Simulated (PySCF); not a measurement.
## [VCl4]-: what the settings change

[VCl4]- holds V(III), d2, at total charge -1. The structure is a PBE0-D3(BJ)/def2-TZVP geometry optimised for multiplicity 3; coordination tetrahedral, point group Td, metal–donor distances 2.23 Å.

```
5

V     0.000    0.000    0.000
Cl    1.287    1.287    1.287
Cl    1.287   -1.287   -1.287
Cl   -1.287   -1.287    1.287
Cl   -1.287    1.287   -1.287
```

Method (PySCF 2.14, density fitting): CASSCF(2,5) with orbitals averaged over all microstates of the shell, strongly contracted NEVPT2 on the averaged canonical orbitals; basis x2c-TZVPall on the metal, x2c-SVPall elsewhere; spin-free X2C; IEF-PCM dichloromethane; spin-orbit coupling by state interaction with the mean-field operator over all roots.

Base run: NEVPT2 ground state 3A2, next 3T2 at 6832, then 3T1 at 11367 cm⁻¹, 10Dq(CASSCF) 5645, B(CASSCF) 886, ζ 163 cm⁻¹, g 1.912 1.912 1.912, μeff(300 K) 2.80 μB.

**Question.** What happens with the basis x2c-TZVPall on all atoms?

**Answer.** NEVPT2 ground state 3A2, next 3T2 at 6615, then 3T1 at 11038 cm⁻¹, 10Dq(CASSCF) 5598, B(CASSCF) 884, ζ 162 cm⁻¹, g 1.909 1.909 1.909, μeff(300 K) 2.80 μB. It took 15 s against 7.5 s on a shared host of the same kind.

**Question.** What happens with orbitals averaged over the highest spin alone?

**Answer.** NEVPT2 ground state 3A2, next 3T2 at 6802, then 3T1 at 11326 cm⁻¹, 10Dq(CASSCF) 5656, B(CASSCF) 898, ζ 166 cm⁻¹, g 1.910 1.910 1.910, μeff(300 K) 2.80 μB.

Charge-transfer states lie outside this active space and may come lower than some of these levels. NEVPT2 lifts 3T2 from 6084 to 6832 cm⁻¹; on the d shell alone such lifts tend to overshoot. NEVPT2 on the d shell alone tends to put d–d bands too high for such charged or covalently bound ions.
